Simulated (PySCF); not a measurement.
## Electron correlation in Al (aluminium, neutral)

[Ne] 3s1 3p1 4s1, high-spin 4P determinant (an excited configuration). Computed with PySCF 2.14 in aug-cc-pwCVDZ, with the non-relativistic Hamiltonian (point nucleus). Frozen: 1s2; 11 electrons correlated.

```csv
level,correlation energy (mhartree)
CCSD,-135.38
(T),-1.27
CCSD(T),-136.65
```

Diagnostics: T1 = 0.0082, D1 = 0.0339, largest double amplitude 0.040.

The outer electron is Rydberg-like, and this basis confines it to a smaller radius and binds it less than a complete one would.

Cost of the coupled-cluster step: about 1.7 core-seconds, for 11 correlated electrons.

Iterations:

```
CC2 = 0
CCSD nocc = (np.int64(7), np.int64(4)), nmo = (35, 35)
frozen orbitals [[0], [0]]
max_cycle = 100
direct = 0
conv_tol = 1e-08
conv_tol_normt = 1e-06
diis_space = 8
diis_start_cycle = 0
Init t2, MP2 energy = -0.128091217331884
Init E_corr(UCCSD) = -0.128091217332271
cycle = 1  E_corr(UCCSD) = -0.13233292248989  dE = -0.00424170516  norm(t1,t2) = 0.0377544
cycle = 2  E_corr(UCCSD) = -0.134333626346209  dE = -0.00200070386  norm(t1,t2) = 0.0176197
cycle = 3  E_corr(UCCSD) = -0.135344862214305  dE = -0.00101123587  norm(t1,t2) = 0.00943155
cycle = 4  E_corr(UCCSD) = -0.135336487216993  dE = 8.37499731e-06  norm(t1,t2) = 0.00351422
cycle = 5  E_corr(UCCSD) = -0.13530321217114  dE = 3.32750459e-05  norm(t1,t2) = 0.00243402
cycle = 6  E_corr(UCCSD) = -0.135386450792131  dE = -8.3238621e-05  norm(t1,t2) = 0.000983574
cycle = 7  E_corr(UCCSD) = -0.135375277063588  dE = 1.11737285e-05  norm(t1,t2) = 0.000226161
cycle = 8  E_corr(UCCSD) = -0.135376800572296  dE = -1.52350871e-06  norm(t1,t2) = 6.11845e-05
cycle = 9  E_corr(UCCSD) = -0.13537812775574  dE = -1.32718344e-06  norm(t1,t2) = 2.2357e-05
cycle = 10  E_corr(UCCSD) = -0.135377899443584  dE = 2.28312156e-07  norm(t1,t2) = 1.00482e-05
cycle = 11  E_corr(UCCSD) = -0.135377754252114  dE = 1.4519147e-07  norm(t1,t2) = 3.79015e-06
cycle = 12  E_corr(UCCSD) = -0.13537781213506  dE = -5.78829453e-08  norm(t1,t2) = 1.00142e-06
cycle = 13  E_corr(UCCSD) = -0.135377824519461  dE = -1.23844009e-08  norm(t1,t2) = 2.2706e-07
cycle = 14  E_corr(UCCSD) = -0.135377824822067  dE = -3.02606218e-10  norm(t1,t2) = 6.24973e-08
UCCSD converged
E(UCCSD) = -241.7726854031096  E_corr = -0.1353778248220668
UCCSD(T) correction = -0.00127150922409084
```
